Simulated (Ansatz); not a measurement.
Ansatz (a quantum-chemistry and plane-wave program) input (B3LYP-D3(BJ)/def2-TZVP):

Ansatz 0.2 input:
```yaml
crystal:
  periodic: [false, false, false]
  atoms:
    - {symbol: C, position_ang: [-1.30632848, -0.03270015, -0.07725737]}
    - {symbol: C, position_ang: [-0.05741820, -0.07055036, 0.00263703]}
    - {symbol: C, position_ang: [1.19211534, 0.28649914, 0.02339514]}
    - {symbol: O, position_ang: [2.35733096, 0.39693208, 0.07951287]}
    - {symbol: H, position_ang: [-2.20698938, -0.58423559, -0.03894767]}
basis:
  gaussian:
    orbitals: def2-TZVP
hamiltonian:
  xc: b3lyp
  dispersion: d3bj
magnetization: {spin_polarized: true, initial_magnetization: 1}
relax: {f_tol: 0.002, max_steps: 150}
```

End of the output:

```
integrals: 0.03 GiB planned
735 factors; their error is unknown
mean field: 0.46 GiB planned
mean field evaluation 96: about -5172.4923 eV, gradient 2.4e-1 eV
mean field -5172.49242908 eV, -190.0855907274 hartree, gradient 1.1e-5 eV, S^2 0.763260; 0 other end points of the search recorded, 0 dependent functions left out
the calculation of the forces begins
reference -5172.49264250 eV, -190.0855985704 hartree; 14, 13 occupied and 116, 117 virtual orbitals, 735 factors
relax step   9: F+E_penalty+E_count = -5172.62027664 eV  Δ(F+E_penalty+E_count) = -5.687e-6 eV  max|allowed force component| = 2.613e-3 eV/Å  Δτ_max = 0.0007 Å  (46 SCF iters, accepted)
these checks for a lower state are left out or cut short: starts, cluster_reference, orbital_swaps, neighbouring_geometries, increment
integrals: 0.03 GiB planned
735 factors; their error is unknown
mean field: 0.46 GiB planned
mean field -5172.49242800 eV, -190.0855906878 hartree, gradient 1.1e-5 eV, S^2 0.763260; 0 other end points of the search recorded, 0 dependent functions left out
the calculation of the forces begins
reference -5172.49264142 eV, -190.0855985308 hartree; 14, 13 occupied and 116, 117 virtual orbitals, 735 factors
relax step  10: F+E_penalty+E_count = -5172.62027671 eV  Δ(F+E_penalty+E_count) = -6.557e-8 eV  max|allowed force component| = 1.577e-3 eV/Å  Δτ_max = 0.0002 Å  (45 SCF iters, accepted)
integrals: 0.03 GiB planned
735 factors; their error is unknown
mean field: 0.46 GiB planned
mean field evaluation 128: about -5172.4924 eV, gradient 2.6e-3 eV
mean field -5172.49242800 eV, -190.0855906878 hartree, gradient 1.1e-5 eV, S^2 0.763260; 3 other end points of the search recorded, 0 dependent functions left out
the calculation of the forces begins
reference -5172.49264142 eV, -190.0855985308 hartree; 14, 13 occupied and 116, 117 virtual orbitals, 735 factors
Total energy: -5172.62049012 eV, -190.0902968840 hartree
Atom 0 at    -1.329067     0.017740    -0.088337 Å, force     0.000080     0.000178    -0.000015 eV/Å
Atom 1 at    -0.071175    -0.014237    -0.004028 Å, force    -0.001576    -0.000276    -0.000008 eV/Å
Atom 2 at     1.197846     0.256399     0.029149 Å, force     0.001193    -0.000193     0.000024 eV/Å
Atom 3 at     2.357893     0.379733     0.080714 Å, force     0.000062     0.000282    -0.000004 eV/Å
Atom 4 at    -2.176786    -0.643689    -0.028158 Å, force     0.000242     0.000009     0.000003 eV/Å
Dipole moment:    -0.300876    -0.164282     0.009289 e Å
```

It need not be the lowest isomer of its formula.
